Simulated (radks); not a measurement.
The numbers below are computed, except where a source is named.
Task: Hf19+, 53 electrons, occupied as [Kr] 4d10 4f7. Level of theory: non-relativistic Kohn-Sham, LDA (Slater exchange, Perdew-Wang correlation), spin-unpolarised, spherical densities, point nucleus; relativity is left out, which matters for an element this heavy (a radial shooting solver on a logarithmic mesh with Libxc functionals). Some entries of the table are withheld. Estimate them.

orbital  occ.  eigenvalue (eV)  <1/r> (bohr^-1)  r(max) (bohr)
1s          2        -60651.79            71.41            (1)
2s          2        -10320.96            16.72        0.07619
2p          6        -9903.653            16.76        0.05915
3s          2        -2716.953            6.413            (2)
3p          6        -2524.758            6.365         0.1978
3d         10        -2165.273              (3)            (4)
4s          2              (5)            2.847         0.4671
4p          6        -821.1453            2.769         0.4671
4d         10              (6)            2.608         0.4606
4f          7        -483.3744            2.336         0.4107

Result: 
(1) 1s r(max) (bohr): 0.01397
(2) 3s r(max) (bohr): 0.2098
(3) 3d <1/r> (bohr^-1): 6.282
(4) 3d r(max) (bohr): 0.1562
(5) 4s eigenvalue (eV): -901.6270
(6) 4d eigenvalue (eV): -674.5255
